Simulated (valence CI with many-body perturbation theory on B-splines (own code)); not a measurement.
Values are calculated unless marked as measured or tabulated.
From CI to CI+MBPT in I30+

Level of theory: relativistic CI+MBPT: five valence electrons over a frozen Dirac-Fock core [Ar], a basis of 7 s, 7 p, 8 d, 6 f, 4 g, 1 h functions for each j, with the one-electron correlation potential Σ1, the two-electron term Σ2, the three-electron term Σ3, Breit, model QED; selected CI, second order for the rest (own B-spline code, finite nucleus).

No measured spectrum was set against this ion. As an estimate, large intervals hold to a few tenths of a per cent, small ones and those within an open d or f shell to about a per cent. Only levels of the ground parity were solved; by the run's estimate the other parity begins above the list, which can be wrong where configurations are misplaced.

Each rung adds one term. CI alone is the Dirac-Coulomb CI over the frozen core; QED comes last and gives the full result, which names the levels. Energies are above (3d3/2^4 3d5/2) J=5/2 [a] on the same rung, in cm⁻¹.

Levels are named by their leading jj configuration (3d3/2^4 stands for four electrons in 3d with j = 3/2), which in mixed levels can hold well under half, so a name can repeat and another be missing. Letters in brackets count levels of one name in rising energy.

```
                      Level  CI alone     Σ1     Σ2     Σ3   Breit   QED    Full
  (3d3/2^4 3d5/2) J=5/2 [b]     91117    +72  -1846   -742    +629    +3   89233
(3d3/2^3 3d5/2^2) J=7/2 [a]    146669   +397  -1563   -566   -2282  +118  142774
(3d3/2^3 3d5/2^2) J=3/2 [a]    151329   +399  -3220  -1002    -215  +117  147408
   (3d3/2^3 3d5/2^2) J=11/2    156672   +447   +515  -1246   -6070  +139  150458
    (3d3/2^3 3d5/2^2) J=9/2    170703   +561   -586   -634   -4440  +181  165785
    (3d3/2^3 3d5/2^2) J=5/2    171148   +675  -1601   -517   -2337  +227  167595
    (3d3/2^3 3d5/2^2) J=1/2    182436   +615  -3278   -814   -1336  +199  177823
(3d3/2^3 3d5/2^2) J=7/2 [b]    214237   +687  -3212   -886   -3185  +211  207852
(3d3/2^2 3d5/2^3) J=5/2 [a]    221864   +820  -2696   -203   -2967  +285  217103
(3d3/2^2 3d5/2^3) J=7/2 [a]    246097   +923  -2622  -1134   -4493  +323  239094
   (3d3/2^2 3d5/2^3) J=11/2    247921  +1094  +2491  -1424   -8012  +387  242457
(3d3/2^3 3d5/2^2) J=3/2 [b]    253567   +846  -3697   -351   -2575  +280  248069
(3d3/2^2 3d5/2^3) J=1/2 [a]    260692  +1238  -2640    -87   -3491  +447  256158
(3d3/2^2 3d5/2^3) J=9/2 [a]    264773  +1026  -1497   -707   -6336  +352  257609
(3d3/2^2 3d5/2^3) J=3/2 [a]    270407  +1205  -1708   -874   -3483  +428  265974
   (3d3/2^2 3d5/2^3) J=13/2    275277  +1189  +3280  -1847  -11379  +419  266939
(3d3/2^2 3d5/2^3) J=5/2 [b]    287777  +1190  -2927   -287   -4560  +409  281602
(3d3/2^2 3d5/2^3) J=9/2 [b]    314986  +1228   -469  -1449   -6613  +420  308103
(3d3/2^2 3d5/2^3) J=7/2 [b]    330167  +1260  -4035   -421   -7052  +424  320343
(3d3/2^2 3d5/2^3) J=5/2 [c]    328704  +1381  -2633   -333   -4440  +483  323163
(3d3/2^2 3d5/2^3) J=3/2 [b]    354252  +1371  -5536  -2542   -4490  +450  343505
  (3d3/2 3d5/2^4) J=5/2 [a]    355469  +1703  -1928  -1281   -5928  +621  348656
(3d3/2^2 3d5/2^3) J=7/2 [c]    361227  +1431  -3174   -245   -6651  +488  353077
(3d3/2^2 3d5/2^3) J=1/2 [b]    373170  +1274  -8689    +14   -3627  +417  362559
(3d3/2^2 3d5/2^3) J=9/2 [c]    394691  +1612  -2209   -967   -8049  +555  385633
  (3d3/2 3d5/2^4) J=7/2 [a]    394114  +1914  -1330  -1343   -8212  +699  385843
     (3d3/2 3d5/2^4) J=11/2    403585  +2003  +2935  -2097  -11892  +732  395267
  (3d3/2 3d5/2^4) J=3/2 [a]    423385  +1729  -4787    -37   -5136  +609  415762
  (3d3/2 3d5/2^4) J=5/2 [b]    448903  +2006  -3676  -2437   -7970  +718  437543
      (3d3/2 3d5/2^4) J=9/2    466769  +1762  -4534   -595   -8486  +598  455513
            (3d5/2^5) J=5/2    478196  +2101  -5241   -144   -7286  +734  468361
```

The middle columns are the shifts that each term adds.

Q: How does the ionisation energy move along the ladder, and which term matters most?

A: CI alone 1799.6, + Σ1 1801.9, + Σ2 1811.3, + Σ3 1811.4, + Breit 1811.2, + QED 1811.3 eV. The largest step is Σ2, 9.4 eV. NIST lists 1812 ± 4 eV (theoretical).
